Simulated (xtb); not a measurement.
xtb input:

```bash
xtb mol.xyz --gfn 1 --sp --chrg 0 --uhf 0
```
mol.xyz:
```
5

Zn    -0.00008980     0.00825935     0.00149559
O      1.15322027     0.17235594    -1.33933898
H      1.89052631     0.76562089    -1.16732344
O     -1.15147916    -0.33250027     1.31034033
H     -1.90176129     0.26775330     1.35444500
```

Q: What final total energy does it print?

A: -11.24072 Eh (GFN1-xTB).
